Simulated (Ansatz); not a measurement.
Method: frozen-core CCSD(T)/def2-TZVPP // M06-2X/def2-TZVP (Ansatz, an electronic-structure program).

Ansatz 0.2 input:
```yaml
crystal:
  periodic: [false, false, false]
  atoms:
    - { symbol: O, position_ang: [-1.807428, -0.457955, -0.118248] }
    - { symbol: In, position_ang: [0.089076, -0.845198, -0.636038] }
    - { symbol: O, position_ang: [1.326364, 0.528888, 0.154202] }
    - { symbol: H, position_ang: [-1.875678, 0.326929, 0.435594] }
    - { symbol: H, position_ang: [2.265176, 0.442829, -0.028757] }
basis:
  gaussian: { orbitals: def2-TZVPP }
correlation:
  method: ccsd_t
magnetization:
  spin_polarized: true
  initial_magnetization: 1
```

Output:

```
Functional definition: HF
1051 factors; integrals over basis functions are off by at most 4.9e-4 eV
mean field evaluation 1: about -9250.4751 eV, gradient 4.1e1 eV
mean field evaluation 2: about -9250.4802 eV, gradient 4.1e1 eV
mean field evaluation 4: about -9256.7764 eV, gradient 2.5e0 eV
mean field evaluation 8: about -9256.9061 eV, gradient 2.7e-1 eV
mean field evaluation 16: about -9252.8982 eV, gradient 3.4e1 eV
mean field evaluation 32: about -9254.1919 eV, gradient 1.3e0 eV
mean field evaluation 64: about -9254.3153 eV, gradient 6.4e-3 eV
mean field evaluation 96: about -9253.2884 eV, gradient 2.4e-2 eV
mean field evaluation 128: about -9252.8908 eV, gradient 1.3e0 eV
mean field evaluation 160: about -9250.8681 eV, gradient 3.7e-1 eV
mean field -9256.90825269 eV, -340.1851037284 hartree, gradient 2.2e-6 eV, S^2 0.760425; 3 other end points of the search recorded, 0 dependent functions left out
determinant -9256.90825269 eV, -340.1851037284 hartree, with singles and doubles -9277.40649926 eV, -340.9384003960 hartree
determinant -9254.31526251 eV, -340.0898130970 hartree, with singles and doubles -9274.33564929 eV, -340.8255487408 hartree
determinant -9254.27609821 eV, -340.0883738357 hartree, with singles and doubles -9274.29693490 eV, -340.8241260132 hartree
6 core orbitals not correlated
reference -9256.90825269 eV, -340.1851037284 hartree; 14, 13 occupied and 120, 121 virtual orbitals, 1051 factors
second order -20.59330150 eV of doubles, -0.00000000 eV of singles
cycle   1  -20.41898601 eV  change    -1.3e0 eV  update   3.0e-2
cycle   2  -20.46189200 eV  change   -4.3e-2 eV  update   8.1e-3
cycle   3  -20.46252418 eV  change   -6.3e-4 eV  update   5.2e-3
cycle   4  -20.46329001 eV  change   -7.7e-4 eV  update   2.0e-3
cycle   5  -20.46400849 eV  change   -7.2e-4 eV  update   1.0e-3
cycle   6  -20.46482585 eV  change   -8.2e-4 eV  update   4.3e-4
cycle   7  -20.46497921 eV  change   -1.5e-4 eV  update   2.2e-4
cycle   8  -20.46507338 eV  change   -9.4e-5 eV  update   9.2e-5
cycle   9  -20.46505086 eV  change    2.3e-5 eV  update   4.2e-5
cycle  10  -20.46503973 eV  change    1.1e-5 eV  update   1.6e-5
perturbative correction -0.72620468 eV, -0.0266875296 hartree
Total energy: -9278.09949710 eV, -340.9638675965 hartree
```

Cost: about 4 core-minutes (a rough figure).
